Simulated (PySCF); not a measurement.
C4H5F. Atoms are numbered in the order given.

```xyz
10

C      0.2295     2.4635     0.0000
C     -0.3964     1.2717     0.0000
C      0.2789    -0.0096     0.0000
C     -0.3845    -1.1763     0.0000
F      0.2489    -2.3506     0.0000
H      1.3225     2.5309     0.0000
H     -0.3320     3.4010     0.0000
H     -1.4945     1.2462     0.0000
H      1.3749    -0.0355     0.0000
H     -1.4755    -1.2833     0.0000
```

The structure is a stationary point at r2SCAN-D4/def2-SVP. One conformer was computed; it need not be the lowest.

Level of theory: r2SCAN/def2-TZVP (PySCF).

Symmetry labels are those of the subgroup Cs that the program uses (full group Cs).

Computed valence orbital energies around the gap with their symmetry:
```
orbital  symmetry  energy (eV)
-------  --------  -----------
HOMO−7         A'       -12.86
HOMO−6         A"       -11.79
HOMO−5         A'       -10.89
HOMO−4         A'       -10.68
HOMO−3         A'        -9.25
HOMO−2         A'        -9.05
HOMO−1         A"        -8.32
HOMO           A"        -5.82
LUMO           A"        -1.63
LUMO+1         A"         0.74
LUMO+2         A'         1.69
LUMO+3         A'         1.99
```
